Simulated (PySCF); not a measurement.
**Telling isomers of C5H2F2O2 apart by NMR**

[PySCF: coordinates at the GFN2-xTB level; shieldings: GIAO PBE0/pcSseg-1; a single conformation; fast rotation and ring inversion assumed for equivalent nuclei; non-relativistic; no solvent model]

Referencing at the same level of theory: TMS for ¹H (σref 31.72), ¹³C (σref 186.93). Splittings of carbon signals by F and P are missing where no couplings were computed. Where no couplings were computed, multiplicities follow the n + 1 count of equivalent neighbours, and m marks all less simple cases (inequivalent or close neighbours, rings, F or P nearby). Shifts are as computed. Against solution values, carbons near 30 ppm lie about +3 ppm off and those near 130 ppm about +5 ppm. Of 1211 compounds with measured shifts, 218 miss one by over three times the rms of a fit or turn the order of signals round; such compounds aren't used in these exercises.

(1) Tabulate the signals of `O=C(F)c1cc(F)co1`, `O=C(F)c1occc1F` and their relative energies.

(2) What is the quickest way to tell O=C(F)c1cc(F)co1 from O=C(F)c1occc1F?

## Answers

(1) 
```json
{"SMILES": "O=C(F)c1cc(F)co1", "carbon types": "3×C 2×CH", "δC": "164.9, 156.2, 143.2, 139.1, 123.1", "δH": "7.71 (m, 1H), 7.69 (m, 1H)", "E rel. (kcal/mol)": "0.2"}
{"SMILES": "O=C(F)c1occc1F", "carbon types": "3×C 2×CH", "δC": "173.7, 154.3, 151.5, 131.2, 111.6", "δH": "7.53 (m, 1H), 6.70 (m, 1H)", "E rel. (kcal/mol)": "0.0"}
```

Energies are electronic energies at PBE0/pcSseg-1 on these geometries, without zero-point or thermal terms, each for the one conformer computed, which needn't be the lowest.

(2) Both give the same number of carbon signals, with the same numbers of each carbon type, so the positions decide. The first has an aromatic CH next to the ring oxygen at 139.1 ppm, the second an aromatic CH next to the ring oxygen at 151.5 ppm. Their most deshielded carbons lie at 164.9 and 173.7 ppm.
